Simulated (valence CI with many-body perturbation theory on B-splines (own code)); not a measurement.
## Forbidden lines of Ir⁷¹⁺

Calculated by valence CI with perturbative core correlation (CI+MBPT): four valence electrons over a frozen Dirac-Fock core [He], radial functions for each j: 11 s, 11 p, 9 d, 7 f, 5 g, 2 h, 1 i, with the one-electron correlation potential Σ1, the two-electron term Σ2, the three-electron term Σ3, Breit, model QED; selected CI, second order for the rest (own B-spline code, finite nucleus).

The last digits are not significant, and no measured levels were compared; by estimate large intervals hold to a few tenths of a per cent, small ones and those within an open d or f shell to about a per cent. Among the levels kept, up to 310 cm⁻¹ of a level comes from second order outside the variational space, and about a tenth of that is noise between levels of different J, which matters for small intervals.

Lines 1 to 50 of 59 in falling wavelength, among levels below 115680 × 10³ cm⁻¹, chosen from the decays that carry over 1 % of a level's rate. Wavelengths and rates use the calculated energies. Electric multipoles are in the length gauge, E1 and E2 with the static RPA response of the core. Weak lines are less certain than strong ones. Lines between different terms over intervals too small for the method are left out, as are lines whose strength nearly cancels. The highest levels of a list are the least certain.

Levels are named by their leading jj configuration (3d3/2^4 stands for four electrons in 3d with j = 3/2), which in mixed levels can hold well under half, so a name can repeat and another be missing. Letters in brackets count levels of one name in rising energy.

| λ vac (nm) | Upper | Lower | Type | A (s⁻¹) | Branch % |
| --- | --- | --- | --- | --- | --- |
| 0.7299 | (2s^2 2p1/2 2p3/2) J=1 | (2s^2 2p1/2^2) J=0 | M1 | 2.98e+10 | 100.0 |
| 0.7221 | (2s^2 2p1/2 2p3/2) J=2 | (2s^2 2p1/2^2) J=0 | E2 | 1.87e+08 | 100.0 |
| 0.7185 | (2s^2 2p3/2^2) J=2 | (2s^2 2p1/2 2p3/2) J=2 | M1 | 2.32e+10 | 18.8 |
| 0.7175 | (2s^2 2p3/2 3d5/2) J=4 | (2s^2 2p1/2 3d5/2) J=3 | M1 | 2.20e+10 | 3.8 |
| 0.7109 | (2s^2 2p3/2^2) J=2 | (2s^2 2p1/2 2p3/2) J=1 | M1 | 2.31e+10 | 18.7 |
| 0.6847 | (2s^2 2p3/2^2) J=0 | (2s^2 2p1/2 2p3/2) J=1 | M1 | 5.06e+10 | 37.2 |
| 0.1275 | (2s 2p1/2^2 3p1/2) J=0 | (2s 2p1/2^2 2p3/2) J=1 | M1 | 8.56e+10 | 1.2 |
| 0.1266 | (2s^2 2p3/2 3p1/2) J=2 | (2s^2 2p3/2^2) J=0 | E2 | 7.11e+11 | 8.4 |
| 0.1263 | (2s^2 2p1/2 3p1/2) J=1 | (2s^2 2p1/2 2p3/2) J=2 | E2 | 1.87e+12 | 42.5 |
| 0.1263 | (2s^2 2p1/2 3p1/2) J=1 | (2s^2 2p1/2 2p3/2) J=2 | M1 | 7.27e+10 | 1.7 |
| 0.1263 | (2s 2p1/2^2 3p1/2) J=0 | (2s 2p1/2^2 2p3/2) J=2 | E2 | 3.72e+12 | 53.3 |
| 0.1261 | (2s^2 2p1/2 3p1/2) J=1 | (2s^2 2p1/2 2p3/2) J=1 | E2 | 1.87e+12 | 42.4 |
| 0.1258 | (2s^2 2p3/2 3p1/2) J=1 | (2s^2 2p3/2^2) J=2 | E2 | 1.90e+12 | 19.2 |
| 0.1257 | (2s^2 2p3/2 3p1/2) J=2 | (2s^2 2p3/2^2) J=2 | E2 | 2.61e+12 | 30.7 |
| 0.1257 | (2s^2 2p1/2 3p1/2) J=0 | (2s^2 2p1/2 2p3/2) J=2 | E2 | 3.69e+12 | 45.8 |
| 0.1254 | (2s^2 2p1/2 3p1/2) J=0 | (2s^2 2p1/2 2p3/2) J=1 | M1 | 8.40e+10 | 1.0 |
| 0.1220 | (2s^2 2p3/2 3d5/2) J=4 | (2s 2p1/2 2p3/2^2) J=2 [b] | E2 | 1.13e+10 | 2.0 |
| 0.1214 | (2s 2p1/2 2p3/2 3p3/2) J=4 | (2s 2p1/2 2p3/2^2) J=2 [b] | E2 | 1.33e+11 | 2.5 |
| 0.1208 | (2s^2 2p3/2 3d5/2) J=4 | (2s 2p1/2 2p3/2^2) J=3 | E2 | 8.25e+10 | 14.2 |
| 0.1202 | (2s 2p1/2 2p3/2 3p3/2) J=4 | (2s 2p1/2 2p3/2^2) J=3 | E2 | 1.11e+12 | 20.8 |
| 0.1202 | (2s 2p1/2 2p3/2 3p3/2) J=0 [b] | (2s 2p1/2 2p3/2^2) J=2 [b] | E2 | 2.07e+12 | 6.8 |
| 0.1202 | (2s 2p1/2 2p3/2 3p3/2) J=3 [a] | (2s 2p1/2 2p3/2^2) J=2 [a] | E2 | 1.16e+12 | 1.6 |
| 0.1202 | (2s^2 2p3/2 3p3/2) J=2 | (2s^2 2p3/2^2) J=0 | E2 | 7.56e+11 | 5.3 |
| 0.1201 | (2s 2p1/2 2p3/2 3p3/2) J=1 [d] | (2s 2p1/2 2p3/2^2) J=2 [b] | E2 | 1.18e+12 | 2.1 |
| 0.1200 | (2s 2p1/2 2p3/2 3p3/2) J=1 [d] | (2s 2p1/2 2p3/2^2) J=1 [a] | E2 | 1.04e+12 | 1.8 |
| 0.1200 | (2s 2p1/2^2 3p3/2) J=2 | (2s 2p1/2^2 2p3/2) J=2 | E2 | 1.27e+12 | 2.5 |
| 0.1199 | (2s^2 2p1/2 3p3/2) J=2 | (2s^2 2p1/2 2p3/2) J=2 | E2 | 1.29e+12 | 18.5 |
| 0.1199 | (2s^2 2p1/2 3p3/2) J=1 | (2s^2 2p1/2 2p3/2) J=2 | E2 | 9.36e+11 | 16.8 |
| 0.1198 | (2s^2 2p3/2 3p3/2) J=3 | (2s^2 2p3/2^2) J=2 | E2 | 1.47e+12 | 11.6 |
| 0.1198 | (2s^2 2p3/2 3p3/2) J=1 | (2s^2 2p3/2^2) J=2 | E2 | 1.48e+12 | 9.4 |
| 0.1197 | (2s 2p1/2 2p3/2 3p3/2) J=4 | (2s 2p1/2 2p3/2^2) J=2 [a] | E2 | 7.14e+10 | 1.3 |
| 0.1197 | (2s^2 2p1/2 3p3/2) J=2 | (2s^2 2p1/2 2p3/2) J=1 | E2 | 5.65e+11 | 8.1 |
| 0.1197 | (2s^2 2p1/2 3p3/2) J=1 | (2s^2 2p1/2 2p3/2) J=1 | E2 | 9.34e+11 | 16.8 |
| 0.1191 | (2s^2 2p3/2 3p3/2) J=0 | (2s^2 2p3/2^2) J=2 | E2 | 3.80e+12 | 21.8 |
| 0.1189 | (2s 2p1/2 2p3/2 3p3/2) J=1 [d] | (2s 2p1/2 2p3/2^2) J=3 | E2 | 6.69e+11 | 1.2 |
| 0.1186 | (2s 2p1/2 2p3/2 3p3/2) J=0 [b] | (2s 2p1/2 2p3/2^2) J=2 [a] | E2 | 5.09e+11 | 1.7 |
| 0.1179 | (2s 2p1/2 2p3/2 3d5/2) J=5 | (2s 2p1/2 2p3/2^2) J=3 | M2 | 1.10e+11 | 52.2 |
| 0.1179 | (2s 2p1/2 2p3/2 3d5/2) J=5 | (2s 2p1/2 2p3/2^2) J=3 | E3 | 6.20e+09 | 2.9 |
| 0.1174 | (2s^2 2p3/2 3d5/2) J=4 | (2s^2 2p3/2^2) J=2 | M2 | 1.01e+11 | 17.5 |
| 0.1174 | (2s^2 2p3/2 3d5/2) J=4 | (2s^2 2p3/2^2) J=2 | E3 | 7.57e+09 | 1.3 |
| 0.1031 | (2s 2p1/2 2p3/2 3p3/2) J=4 | (2s 2p1/2^2 2p3/2) J=2 | E2 | 2.04e+12 | 38.4 |
| 0.1029 | (2s 2p1/2 2p3/2 3p3/2) J=1 [d] | (2s 2p1/2^2 2p3/2) J=1 | E2 | 1.12e+12 | 2.0 |
| 0.1028 | (2s^2 2p1/2 3p3/2) J=2 | (2s^2 2p1/2^2) J=0 | E2 | 1.86e+12 | 26.6 |
| 0.1027 | (2s^2 2p3/2 3p3/2) J=3 | (2s^2 2p1/2 2p3/2) J=2 | E2 | 9.51e+11 | 7.5 |
| 0.1027 | (2s^2 2p3/2 3p3/2) J=1 | (2s^2 2p1/2 2p3/2) J=2 | E2 | 2.01e+12 | 12.8 |
| 0.1025 | (2s^2 2p3/2 3p3/2) J=3 | (2s^2 2p1/2 2p3/2) J=1 | E2 | 1.39e+12 | 10.9 |
| 0.1025 | (2s^2 2p3/2 3p3/2) J=1 | (2s^2 2p1/2 2p3/2) J=1 | E2 | 2.32e+11 | 1.5 |
| 0.1024 | (2s^2 2p3/2 3p3/2) J=2 | (2s^2 2p1/2 2p3/2) J=2 | E2 | 1.62e+12 | 11.3 |
| 0.1023 | (2s^2 2p3/2 3p3/2) J=2 | (2s^2 2p1/2 2p3/2) J=1 | E2 | 7.01e+11 | 4.9 |
| 0.1022 | (2s^2 2p3/2 3p3/2) J=0 | (2s^2 2p1/2 2p3/2) J=2 | E2 | 2.28e+12 | 13.1 |
